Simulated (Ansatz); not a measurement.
Gas-phase electronic energies from Ansatz, PBE0-D4/def2-TZVP geometries. CCSD(T)/CBS adds triple-zeta CCSD(T) − MP2 to the extrapolated MP2 energy (def2 sets, frozen cores). This one scheme is used for every species. Functionals use def2-TZVPP. B3LYP here is the variant with VWN-RPA as its local correlation; programs differ in this. For Ga, Se outer-core shells are correlated without core-valence functions, which leaves a few kJ/mol of doubt a bond. Scalar relativity is left out up to krypton. Each species was taken in one conformer, which may not be the lowest.

`N[B]([SiH3])[GaH2]` + `C[SeH]` → `C[Se][B](N)[GaH2]` + SiH₄  (cleavage of the B–Si bond)

| level | ΔE (kJ/mol) |
| --- | --- |
| B97M-V | -74.6 |
| B3LYP-D4 | -79.3 |
| B3LYP | -72.8 |
| r2SCAN0 | -80.9 |

Task: What does CCSD(T)/CBS give? (Best estimate.)

Result: Ansatz gave: -83.4 kJ/mol. The listed levels differ from it by 8.8, 4.1, 10.6, 2.5 kJ/mol.

Largest T1 diagnostic among the species: 0.014.

Leaving LDA and LC-ωPBE aside and taking each functional with its dispersion term where it has one, the values, not all of them listed here, spread over 8.6 kJ/mol, from PBE-QIDH to B97M-V. LDA lies −5.6 kJ/mol from PBE without D4. From BLYP to BHLYP (50 % exact exchange), in def2-TZVPP and without D4, ΔE moves by −7.1 kJ/mol. The D4 term adds −6.5 kJ/mol with B3LYP and −3.5 kJ/mol with PBE0; it sums over pairs of atoms, weighted by their polarisabilities, and B3LYP, whose exchange is more repulsive, gets the larger term.

CCSD(T)/CBS has its own doubt, a few kJ/mol and more with outer-core shells, so smaller differences from it don't rank the levels.
